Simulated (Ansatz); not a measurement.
Isolated molecules relaxed with PBE0-D4/def2-TZVP in Ansatz; ΔE leaves out vibrations. CCSD(T)/CBS adds triple-zeta CCSD(T) − MP2 to the extrapolated MP2 energy (def2 sets, frozen cores). This one scheme is used for every species. Functionals use def2-TZVPP. B3LYP here is the variant with VWN-RPA as its local correlation; programs differ in this. One conformer a species, not always the lowest.

`F[SiH](Cl)O[SiH3]` + H₂ → `F[SiH2]Cl` + `O[SiH3]`  (hydrogenolysis of the Si–O bond)

| level | ΔE (eV) |
| --- | --- |
| B3LYP-D4 | 1.25 |
| r2SCANh | 1.23 |
| HF/def2-TZVPP | 1.17 |
| HF/def2-QZVPP | 1.19 |

Q: What does CCSD(T)/CBS give? (Estimate.)

A: Ansatz gave: +1.24 eV. The listed levels differ from it by 0.01, -0.01, -0.07, -0.05 eV.

Largest T1 diagnostic among the species: 0.011.

Leaving LDA and LC-ωPBE aside and taking each functional with its dispersion term where it has one, the values, not all of them listed here, spread over 0.17 eV, from PBE-D4 to BHLYP-D4. LDA lies +0.11 eV from PBE without D4. At CCSD(T), def2-SVP lies −0.14 eV from the extrapolated value and def2-TZVPP −0.02 eV.
